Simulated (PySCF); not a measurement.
## PdC: energy against distance

Set-up: Pd def2-TZVPP with ECP28, C def2-TZVPP; scalar-relativistic core potentials (PySCF 2.14). Energies in eV from Pd (4d10) + C in their ground configurations at the same level. All curves are PBE0. state 1: ³Π (triplet), unpaired electrons σ ↑, π ↑; state 2: ¹Σ⁺ (singlet), closed shell, a second solution, started from another occupation; state 3: Ms = 0 determinant of mixed spin (⟨S²⟩ near 1.0), unpaired electrons σ ↓, π ↑, a second solution, started from another occupation; state 4: ³Σ⁻ (triplet), unpaired electrons π ↑↑, a second solution, started from another occupation.

```csv
R (Å),state 1,state 2,state 3,state 4
1.502,-2.261,-2.471,-1.997,-1.138
1.571,-2.868,-2.993,-2.630,-1.852
1.641,-3.195,-3.235,-2.975,-2.276
1.694,-3.307,-3.283,-3.097,-2.457
1.746,-3.334,-3.245,-3.130,-2.550
1.798,-3.297,-3.143,-3.097,-2.578
1.868,-3.177,-2.933,-2.979,-2.543
1.956,-2.953,-2.595,-2.752,-2.424
2.060,-2.629,-2.129,-2.418,-2.220
2.200,-2.172,-1.484,-1.942,-1.907
```

**Question.** Put a parabola through the three lowest points of the state 1 curve and estimate Re, k and ωe (reduced mass 10.78 u; 1 eV/Å² = 0.16022 mdyn/Å; ωe = 1302.8·√(k/μ) cm⁻¹).

**Answer.** Through R = 1.694, 1.746, 1.798 Å the second-order coefficient is 11.8 eV/Å², so Re ≈ 1.742 Å, k ≈ 3.79 mdyn/Å and ωe ≈ 773 cm⁻¹. A polynomial fit of higher order to the unrounded PBE0 energies gives Re = 1.740 Å, k = 3.83 mdyn/Å, ωe = 777 cm⁻¹; anharmonicity and rounding make the difference.

The higher-order fit for each curve: state 1: Re = 1.740 Å, ωe = 777 cm⁻¹, De = 3.33 eV; state 2: Re = 1.694 Å, ωe = 882 cm⁻¹, minimum 3.28 eV below the ground-state fragments; state 3: Re = 1.744 Å, ωe = 784 cm⁻¹, minimum 3.13 eV below the ground-state fragments; state 4: Re = 1.800 Å, ωe = 660 cm⁻¹, minimum 2.58 eV below the ground-state fragments.

The metal atom is held in its measured ground configuration; semilocal functionals can put another filling of s and d lower by some tenths of an eV, and De to that atom would be smaller. ⟨S²⟩ of the unrestricted solution departs from its pure value on part of the curve, where spin states mix. These are scalar-relativistic numbers at best; spin–orbit coupling would shift them, the dissociation energy most. The state is the lowest single determinant that the PBE0 search found; with open d or f shells the true ground state can be another one.
